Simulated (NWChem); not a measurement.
Species: ZrF₃ cation; SMILES [F][Zr+]([F])[F]

The spin multiplicity was typed, not searched, and may not be the lowest. def2 effective core potentials on Zr; no spin-orbit coupling.

Problem. Give the equilibrium geometry at PBE0/def2-SVP with def2 effective core potentials on Zr (NWChem) as a Z-matrix, with the point group.

Solution. point group C3v; any orientation.
```
Zr
F 1 1.8411
F 1 1.8411 2 110.41
F 1 1.8411 2 110.41 3 -122.37
```
